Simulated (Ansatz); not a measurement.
Molecule: HgBr, charge 0, multiplicity 2. The spin state was set by rule; other spins were not relaxed. 
Structure (B3LYP-D3(BJ)/def2-TZVP (Ansatz, a first-principles code) minimum search):
```
Hg
Br 1 2.6164
```
Charge 0, spin multiplicity 2.

Basis-set convergence of Hartree-Fock and CCSD(T) correlation energies (hartree) with Ansatz. Cores are frozen in the correlated levels unless marked. Open shells are spin-unrestricted. Spin-orbit coupling is left out. Frozen are the shells of the preceding noble gas and the d and f shells that filled before the atom's block. Past Kr the def2 sets carry scalar-relativistic core potentials.

```tsv
basis	functions	E(HF)	E(corr, CCSD(T))
def2-SVP	64	-2724.64471	-0.40385
def2-TZVPP	107	-2724.97052	-0.57803
def2-QZVPP	177	-2725.02060	-0.61953
```

Extrapolating the two largest sets (X = 3 and 4) as X^-3: E(corr) = (64·(-0.61953) - 27·(-0.57803))/37 = -0.6498 Eh, an estimate of the basis-set limit. The largest set recovers 95.3 % of it, the smallest 62.1 %.
